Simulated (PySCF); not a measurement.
Cl2OV (SMILES [O]=[V+]([Cl])[Cl]), charge +1, singlet, geometry from GFN2-xTB (such geometries of metal compounds can be far from the true shape) (the multiplicity is a formal guess); CASSCF(8,7)/6-31G (PySCF).

The PySCF input:
```python
from pyscf import gto, scf, mcscf
import numpy

mol = gto.Mole()
mol.atom = '''
    V     0.469271    0.297664    0.052692
    O     1.507304   -0.712128   -0.394390
    Cl   -0.517941   -0.544327    1.568183
    Cl   -0.826275    0.476724   -1.453876
'''
mol.basis = '6-31g'
mol.charge = 1
mol.spin = 0
mol.verbose = 4
mol.build()

mf = scf.RHF(mol)
mf.kernel()
mc = mcscf.CASSCF(mf, 7, 8)
mc.fix_spin_(ss=0.0)
mc.kernel()
occ = numpy.linalg.eigvalsh(mc.fcisolver.make_rdm1(mc.ci, mc.ncas, mc.nelecas))[::-1]
ss = mc.fcisolver.spin_square(mc.ci, mc.ncas, mc.nelecas)[0]
print('natural occupations', occ.round(4), ' <S^2>', round(ss, 4))
```

It wrote (shortened):

```
PySCF version 2.14.0

[INPUT] verbose = 4
[INPUT] num. atoms = 4
[INPUT] num. electrons = 64
[INPUT] charge = 1
[INPUT] spin (= nelec alpha-beta = 2S) = 0
[INPUT] symmetry False subgroup None
[INPUT] Mole.unit = angstrom
[INPUT] Symbol           X                Y                Z      unit          X                Y                Z       unit  Magmom
[...]
nuclear repulsion = 370.333419257745
number of shells = 30
number of NR pGTOs = 204
number of NR cGTOs = 62
basis = 6-31g
ecp = {}

******** <class 'pyscf.scf.hf.RHF'> ********
method = RHF
initial guess = minao
damping factor = 0
level_shift factor = 0
DIIS = <class 'pyscf.scf.diis.CDIIS'>
diis_start_cycle = 1
diis_space = 8
diis_damp = 0
SCF conv_tol = 1e-09
SCF conv_tol_grad = None
SCF max_cycles = 50
direct_scf = True
direct_scf_tol = 1e-13
Set gradient conv threshold to 3.16228e-05
Initial guess from minao.
init E= -1936.73076096536
[...]
cycle= 1 E= -1935.44315313999  delta_E= 1.29  |g|= 1.46  |ddm|= 2.56
[...]
cycle= 2 E= -1927.07968916171  delta_E= 8.36  |g|= 7.15  |ddm|= 4.14
[...]
cycle= 3 E= -1935.83782632438  delta_E= -8.76  |g|= 1.31  |ddm|= 2.62
[...]
cycle= 4 E= -1936.08653342791  delta_E= -0.249  |g|= 0.517  |ddm|= 0.405
[...]
cycle= 5 E= -1936.13524473324  delta_E= -0.0487  |g|= 0.15  |ddm|= 0.266
[...]
cycle= 6 E= -1936.13989712058  delta_E= -0.00465  |g|= 0.0189  |ddm|= 0.093
[...]
cycle= 7 E= -1936.14021451953  delta_E= -0.000317  |g|= 0.0157  |ddm|= 0.0314
[...]
cycle= 8 E= -1936.14056677789  delta_E= -0.000352  |g|= 0.00592  |ddm|= 0.0512
[...]
cycle= 9 E= -1936.14066930665  delta_E= -0.000103  |g|= 0.00294  |ddm|= 0.0323
[...]
cycle= 10 E= -1936.14069440127  delta_E= -2.51e-05  |g|= 0.00166  |ddm|= 0.0168
[...]
cycle= 11 E= -1936.14070327008  delta_E= -8.87e-06  |g|= 0.00096  |ddm|= 0.00994
[...]
cycle= 12 E= -1936.14070627734  delta_E= -3.01e-06  |g|= 0.000493  |ddm|= 0.0059
[...]
cycle= 13 E= -1936.14070707734  delta_E= -8e-07  |g|= 0.000197  |ddm|= 0.00337
[...]
cycle= 14 E= -1936.14070719031  delta_E= -1.13e-07  |g|= 0.000103  |ddm|= 0.00118
[...]
cycle= 15 E= -1936.14070721772  delta_E= -2.74e-08  |g|= 5.03e-05  |ddm|= 0.000553
[...]
cycle= 16 E= -1936.14070722382  delta_E= -6.09e-09  |g|= 2.96e-05  |ddm|= 0.00026
[...]
cycle= 17 E= -1936.14070722489  delta_E= -1.08e-09  |g|= 1.83e-05  |ddm|= 8.25e-05
[...]
cycle= 18 E= -1936.14070722567  delta_E= -7.76e-10  |g|= 1.19e-05  |ddm|= 7.72e-05
[...]
Extra cycle  E= -1936.14070722582  delta_E= -1.5e-10  |g|= 1.17e-05  |ddm|= 2.08e-05
converged SCF energy = -1936.14070722582

******** <class 'pyscf.mcscf.mc1step.CASSCF'> ********
CAS (4e+4e, 7o), ncore = 28, nvir = 27
max_cycle_macro = 50
max_cycle_micro = 4
conv_tol = 1e-07
conv_tol_grad = None
orbital rotation max_stepsize = 0.02
orbital rotation threshold for CI restart = 0.01
augmented hessian ah_max_cycle = 30
augmented hessian ah_conv_tol = 1e-12
augmented hessian ah_linear dependence = 1e-14
augmented hessian ah_level shift = 1e-08
augmented hessian ah_start_tol = 2.5
augmented hessian ah_start_cycle = 3
augmented hessian ah_grad_trust_region = 3
kf_trust_region = 3
kf_interval = 4
ci_response_space = 4
ci_grad_trust_region = 3
with_dep4 0
natorb = False
canonicalization = True
sorting_mo_energy = False
ao2mo_level = 2
internal_rotation = False
******** <class 'pyscf.fci.addons.SpinPenaltyFCISolver'> ********
max. cycles = 50
conv_tol = 1e-08
davidson only = True
linear dependence = 1e-12
level shift = 0.001
max iter space = 12
nroots = 1
pspace_size = 400
spin = None
CASCI E = -1936.14887523481  S^2 = 0.0000000
Set conv_tol_grad to 0.000316228
macro iter   1 ( 21 JK    4 micro), CASSCF E = -1936.16243430339  dE = -1.35590686e-02  S^2 = 0.0000000
               |grad[o]|=0.0306  |grad[c]|=0.0455  |ddm|=0.0366  |maxRot[o]|=0.313
macro iter   2 ( 21 JK    4 micro), CASSCF E = -1936.18153562419  dE = -1.91013208e-02  S^2 = 0.0000000
               |grad[o]|=0.0781  |grad[c]|=0.0442  |ddm|=0.0475  |maxRot[o]|=0.314
macro iter   3 ( 21 JK    4 micro), CASSCF E = -1936.19706542953  dE = -1.55298053e-02  S^2 = 0.0000000
               |grad[o]|=0.0946  |grad[c]|=0.039  |ddm|=0.0425  |maxRot[o]|=0.212
macro iter   4 ( 21 JK    4 micro), CASSCF E = -1936.20629816063  dE = -9.23273110e-03  S^2 = 0.0000000
               |grad[o]|=0.0741  |grad[c]|=0.0177  |ddm|=0.0417  |maxRot[o]|=0.218
macro iter   5 ( 21 JK    4 micro), CASSCF E = -1936.21306414955  dE = -6.76598892e-03  S^2 = 0.0000000
               |grad[o]|=0.0552  |grad[c]|=0.0241  |ddm|=0.0222  |maxRot[o]|= 0.27
macro iter   6 ( 21 JK    4 micro), CASSCF E = -1936.22100540665  dE = -7.94125710e-03  S^2 = 0.0000000
               |grad[o]|=0.0367  |grad[c]|=0.0351  |ddm|=0.102  |maxRot[o]|=0.312
macro iter   7 ( 21 JK    4 micro), CASSCF E = -1936.24392944023  dE = -2.29240336e-02  S^2 = 0.0000000
               |grad[o]|=0.0316  |grad[c]|=0.0537  |ddm|=0.175  |maxRot[o]|=0.282
macro iter   8 ( 21 JK    4 micro), CASSCF E = -1936.28111738300  dE = -3.71879428e-02  S^2 = 0.0000000
               |grad[o]|=0.049  |grad[c]|=0.068  |ddm|=0.0881  |maxRot[o]|=0.229
macro iter   9 ( 21 JK    4 micro), CASSCF E = -1936.30905731134  dE = -2.79399283e-02  S^2 = 0.0000000
               |grad[o]|=0.0677  |grad[c]|=0.0806  |ddm|=0.0582  |maxRot[o]|=0.249
macro iter  10 ( 21 JK    4 micro), CASSCF E = -1936.31787457120  dE = -8.81725986e-03  S^2 = 0.0000000
               |grad[o]|=0.0569  |grad[c]|=0.0335  |ddm|=0.0355  |maxRot[o]|=0.213
macro iter  11 ( 21 JK    4 micro), CASSCF E = -1936.31896083777  dE = -1.08626657e-03  S^2 = 0.0000000
               |grad[o]|=0.0302  |grad[c]|=0.0116  |ddm|=0.0159  |maxRot[o]|=0.0361
macro iter  12 ( 21 JK    4 micro), CASSCF E = -1936.31920405812  dE = -2.43220346e-04  S^2 = 0.0000000
               |grad[o]|=0.0171  |grad[c]|=0.00892  |ddm|=0.00816  |maxRot[o]|=0.0259
macro iter  13 ( 21 JK    4 micro), CASSCF E = -1936.31926161295  dE = -5.75548340e-05  S^2 = 0.0000000
[...]
               |grad[o]|=0.00332  |grad[c]|=0.0161  |ddm|=0.00152  |maxRot[o]|=0.0319
macro iter  22 ( 21 JK    4 micro), CASSCF E = -1936.32171317583  dE = -1.67636399e-05  S^2 = 0.0000000
               |grad[o]|=0.00313  |grad[c]|=0.0155  |ddm|=0.0015  |maxRot[o]|=0.0242
macro iter  23 (  7 JK    2 micro), CASSCF E = -1936.32200359554  dE = -2.90419711e-04  S^2 = 0.0000000
               |grad[o]|=0.00309  |grad[c]|=0.0103  |ddm|=0.00107  |maxRot[o]|=0.0699
macro iter  24 (  7 JK    2 micro), CASSCF E = -1936.32224798670  dE = -2.44391162e-04  S^2 = 0.0000000
               |grad[o]|=0.00246  |grad[c]|=0.00929  |ddm|=0.00131  |maxRot[o]|=0.0699
macro iter  25 (  7 JK    2 micro), CASSCF E = -1936.32244688505  dE = -1.98898350e-04  S^2 = 0.0000000
               |grad[o]|=0.00206  |grad[c]|=0.00824  |ddm|=0.00166  |maxRot[o]|=0.0699
macro iter  26 (  7 JK    2 micro), CASSCF E = -1936.32260334046  dE = -1.56455410e-04  S^2 = 0.0000000
               |grad[o]|=0.00183  |grad[c]|=0.00718  |ddm|=0.00217  |maxRot[o]|=0.0699
macro iter  27 (  6 JK    2 micro), CASSCF E = -1936.32269335325  dE = -9.00127886e-05  S^2 = 0.0000000
               |grad[o]|=0.00175  |grad[c]|=0.0035  |ddm|=0.00204  |maxRot[o]|= 0.05
macro iter  28 (  6 JK    2 micro), CASSCF E = -1936.32277077737  dE = -7.74241180e-05  S^2 = 0.0000000
               |grad[o]|=0.00177  |grad[c]|=0.00306  |ddm|=0.00289  |maxRot[o]|= 0.05
macro iter  29 ( 15 JK    4 micro), CASSCF E = -1936.32258986978  dE =  1.80907586e-04  S^2 = 0.0000000
               |grad[o]|=0.00196  |grad[c]|=0.0257  |ddm|=0.00396  |maxRot[o]|=0.109
macro iter  30 ( 21 JK    4 micro), CASSCF E = -1936.32263378879  dE = -4.39190082e-05  S^2 = 0.0000000
               |grad[o]|=0.00195  |grad[c]|=0.00451  |ddm|=0.00204  |maxRot[o]|=0.0297
macro iter  31 (  7 JK    2 micro), CASSCF E = -1936.32274526979  dE = -1.11481002e-04  S^2 = 0.0000000
               |grad[o]|=0.0019  |grad[c]|=0.00327  |ddm|=0.00206  |maxRot[o]|=0.0383
macro iter  32 (  7 JK    2 micro), CASSCF E = -1936.32297127105  dE = -2.26001253e-04  S^2 = 0.0000000
               |grad[o]|=0.00206  |grad[c]|=0.00564  |ddm|=0.00571  |maxRot[o]|=0.0516
macro iter  33 ( 21 JK    4 micro), CASSCF E = -1936.32770867810  dE = -4.73740705e-03  S^2 = 0.0000000
               |grad[o]|=0.00416  |grad[c]|=0.0362  |ddm|=0.0655  |maxRot[o]|=0.247
macro iter  34 ( 21 JK    4 micro), CASSCF E = -1936.34157263423  dE = -1.38639561e-02  S^2 = 0.0000000
               |grad[o]|=0.0302  |grad[c]|=0.0377  |ddm|=0.0904  |maxRot[o]|=0.292
macro iter  35 ( 21 JK    4 micro), CASSCF E = -1936.35614273486  dE = -1.45701006e-02  S^2 = 0.0000000
               |grad[o]|=0.049  |grad[c]|=0.0506  |ddm|=0.107  |maxRot[o]|=0.303
macro iter  36 ( 21 JK    4 micro), CASSCF E = -1936.36292838872  dE = -6.78565386e-03  S^2 = 0.0000000
               |grad[o]|=0.0492  |grad[c]|=0.0367  |ddm|=0.0703  |maxRot[o]|=0.198
macro iter  37 ( 20 JK    4 micro), CASSCF E = -1936.36508715496  dE = -2.15876624e-03  S^2 = 0.0000000
               |grad[o]|=0.0312  |grad[c]|=0.0212  |ddm|=0.0243  |maxRot[o]|=0.172
macro iter  38 ( 21 JK    4 micro), CASSCF E = -1936.36613098525  dE = -1.04383028e-03  S^2 = 0.0000000
               |grad[o]|=0.0127  |grad[c]|=0.0259  |ddm|=0.00798  |maxRot[o]|=0.126
macro iter  39 ( 21 JK    4 micro), CASSCF E = -1936.36588766383  dE =  2.43321414e-04  S^2 = 0.0000000
               |grad[o]|=0.00814  |grad[c]|=0.0368  |ddm|=0.00146  |maxRot[o]|=0.0357
macro iter  40 ( 21 JK    4 micro), CASSCF E = -1936.36649543439  dE = -6.07770559e-04  S^2 = 0.0000000
               |grad[o]|=0.0086  |grad[c]|=0.00763  |ddm|=0.000562  |maxRot[o]|=0.0535
macro iter  41 ( 21 JK    4 micro), CASSCF E = -1936.36738067130  dE = -8.85236912e-04  S^2 = 0.0000000
               |grad[o]|=0.00768  |grad[c]|=0.00654  |ddm|=0.000873  |maxRot[o]|=0.0725
macro iter  42 ( 21 JK    4 micro), CASSCF E = -1936.36735559084  dE =  2.50804655e-05  S^2 = 0.0000000
               |grad[o]|=0.00755  |grad[c]|=0.0241  |ddm|=0.000969  |maxRot[o]|=0.0114
macro iter  43 ( 17 JK    4 micro), CASSCF E = -1936.36797081994  dE = -6.15229103e-04  S^2 = 0.0000000
               |grad[o]|=0.00705  |grad[c]|=0.017  |ddm|=0.000849  |maxRot[o]|=0.0498
macro iter  44 ( 12 JK    3 micro), CASSCF E = -1936.36865747496  dE = -6.86655019e-04  S^2 = 0.0000000
               |grad[o]|=0.00605  |grad[c]|=0.0268  |ddm|=0.00201  |maxRot[o]|=0.0703
macro iter  45 ( 21 JK    4 micro), CASSCF E = -1936.36872823912  dE = -7.07641611e-05  S^2 = 0.0000000
               |grad[o]|=0.00518  |grad[c]|=0.0176  |ddm|=0.00121  |maxRot[o]|=0.0286
macro iter  46 ( 21 JK    4 micro), CASSCF E = -1936.36874304390  dE = -1.48047759e-05  S^2 = 0.0000000
               |grad[o]|=0.00509  |grad[c]|=0.0252  |ddm|=0.00208  |maxRot[o]|=0.0264
macro iter  47 (  7 JK    2 micro), CASSCF E = -1936.36923783211  dE = -4.94788212e-04  S^2 = 0.0000000
               |grad[o]|=0.00554  |grad[c]|=0.0253  |ddm|=0.00223  |maxRot[o]|=0.0628
macro iter  48 (  6 JK    2 micro), CASSCF E = -1936.36943540821  dE = -1.97576099e-04  S^2 = 0.0000000
               |grad[o]|=0.00277  |grad[c]|=0.0132  |ddm|=0.00169  |maxRot[o]|=0.0476
macro iter  49 ( 17 JK    4 micro), CASSCF E = -1936.36887116572  dE =  5.64242484e-04  S^2 = 0.0000000
               |grad[o]|=0.00124  |grad[c]|=0.042  |ddm|=0.00376  |maxRot[o]|=0.0929
macro iter  50 ( 21 JK    4 micro), CASSCF E = -1936.36916131425  dE = -2.90148530e-04  S^2 = 0.0000000
               |grad[o]|=0.00781  |grad[c]|=0.0048  |ddm|=0.00216  |maxRot[o]|=0.0755
1-step CASSCF not converged,  50 macro (858 JK 178 micro) steps
CASSCF canonicalization
Density matrix diagonal elements [1.88752351 1.91482887 1.9373144  1.91345757 0.14618899 0.08619058
 0.11449609]
CASSCF energy = -1936.36916131425
CASCI E = -1936.36916131425  E(CI) = -25.5453613162490  S^2 = 0.0000000
natural occupations [1.9961 1.9159 1.908  1.895  0.1065 0.0929 0.0855]  <S^2> 0.0
```

The run did not converge; its last values are not results.
